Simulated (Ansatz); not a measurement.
Al₂Si₄P₂H₁₂Cl₄⁺, that is (Cl2Al-mu-PSiH3)2 with one electron fewer. Charge 1, multiplicity 2. Geometry PBE-D4/def2-SVP; atoms count from 1.

```xyz
24

Al   -0.9883    1.2702   -0.3533
Cl   -0.7211    2.1359   -2.2667
Cl   -2.3932    1.8959    1.0973
P     1.1987    1.1368    0.7142
Si    1.2747    1.9630    2.8461
Si    2.9006    1.8775   -0.6246
Al    0.8628   -1.2742    0.5841
Cl    2.3312   -2.0619   -0.7219
Cl    0.4370   -1.9833    2.5296
P    -1.2338   -1.1367   -0.6515
Si   -1.0366   -1.7974   -2.8337
Si   -3.0381   -2.0393    0.4268
H     2.5829    1.4983    3.4094
H     0.0871    1.3838    3.5430
H     1.2161    3.4533    2.7047
H     4.1675    1.4505    0.0504
H     2.6799    1.2117   -1.9440
H     2.7602    3.3675   -0.6816
H    -0.8868   -3.2872   -2.7995
H     0.1759   -1.0926   -3.3493
H    -2.3034   -1.3679   -3.5075
H    -4.2378   -1.5734   -0.3401
H    -2.9793   -1.5064    1.8212
H    -2.8560   -3.5242    0.3468
```

**Question.** Estimate the Mulliken populations from the PBE0/def2-SVP orbitals of Ansatz.

**Answer.** 
| atom | charge (e) | spin (α − β) |
| --- | --- | --- |
| Al1 | 0.78 | -0.02 |
| Cl2 | -0.20 | 0.07 |
| Cl3 | -0.21 | 0.07 |
| P4 | -0.64 | 0.37 |
| Si5 | 0.33 | -0.02 |
| Si6 | 0.32 | -0.02 |
| Al7 | 0.78 | -0.02 |
| Cl8 | -0.20 | 0.07 |
| Cl9 | -0.21 | 0.07 |
| P10 | -0.64 | 0.38 |
| Si11 | 0.32 | -0.02 |
| Si12 | 0.33 | -0.02 |
| H13 | 0.02 | 0.01 |
| H14 | 0.02 | 0.00 |
| H15 | 0.02 | 0.01 |
| H16 | 0.02 | 0.01 |
| H17 | 0.01 | 0.00 |
| H18 | 0.02 | 0.01 |
| H19 | 0.02 | 0.01 |
| H20 | 0.01 | 0.00 |
| H21 | 0.02 | 0.01 |
| H22 | 0.02 | 0.01 |
| H23 | 0.02 | 0.00 |
| H24 | 0.02 | 0.01 |
Mulliken values and Mayer orders depend strongly on the basis.

**Question.** Where does the spin sit?

**Answer.** Summed by element: Al -0.03, Cl 0.28, P 0.75, Si -0.08, H 0.08, of 1 unpaired in all. Largest on single atoms: P10 0.38, P4 0.37, Cl8 0.07.

**Question.** And the Mayer bond orders between bonded heavy atoms (over 0.3)?

**Answer.** Al1–Cl2 1.12 (2.12 Å); Al1–Cl3 1.13 (2.11 Å); Al1–P4 0.54 (2.44 Å); Al1–P10 0.54 (2.44 Å); P4–Si5 0.82 (2.29 Å); P4–Si6 0.82 (2.29 Å); P4–Al7 0.54 (2.44 Å); Al7–Cl8 1.12 (2.12 Å); Al7–Cl9 1.13 (2.11 Å); Al7–P10 0.54 (2.44 Å); P10–Si11 0.82 (2.29 Å); P10–Si12 0.82 (2.29 Å).
